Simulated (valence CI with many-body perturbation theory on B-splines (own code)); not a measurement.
Ni²¹⁺: key properties

Method: valence CI with perturbative core correlation (CI+MBPT): five valence electrons over a frozen Dirac-Fock core [He], radial functions for each j: 9 s, 9 p, 8 d, 6 f, 3 g, 1 h, with the one-electron correlation potential Σ1 (screened to all orders), the two-electron term Σ2, the three-electron term Σ3, Breit, model QED; selected single and double excitations, second order for the rest, scaled by the run's own slope (own B-spline code, finite nucleus).

No measured levels were compared; by estimate levels of excited configurations hold to 0.05 to 0.15 % of their energy, terms of the ground configuration to about 0.5 %. Among the levels kept, up to 3700 cm⁻¹ of a level comes from second order outside the variational space, and about a tenth of that is noise between levels of different J, which matters for small intervals.

Names give the largest LS component (configuration and term), which can be under half, so a name can repeat, a term be missing and a line seem to break the LS rules; names also repeat where a configuration has a term twice.

Rates and lifetimes use the calculated energies. Strong lines usually hold to 10 to 20 %, long lifetimes can be off by a factor of two.

What is the ground level?

2s2.2p3 4S°_3/2, composition 80 % 2s2.2p3 4S° + 15 % 2s2.2p3 2P° + 4 % 2s2.2p3 2D°, g = 1.842.

What is the ionisation energy?

1879.4 eV; NIST lists 1880 ± 5 eV (semi-empirical).

How well does LS coupling describe the low levels?

Among the lowest 20 levels the leading LS term, summed over configurations, holds 85 % on average. For single configurations the figures are 84 % in LS and 80 % in jj coupling. Terms mix most in the J = 3/2 level at 1079.5 eV, where the leading one holds 59 %.

Among levels below 1153.7 eV, which E1 lines absorb most strongly from the ground level?

to 2s2.2p2.3d 4P_3/2 at 1.079 nm, f = 0.472; to 2s2.2p2.3d 4D_5/2 at 1.080 nm, f = 0.420; to 2s2.2p2.3d 2F_5/2 at 1.085 nm, f = 0.210.

Where does the other parity begin?

At 2s.2p4 4P_5/2, 105.2 eV.
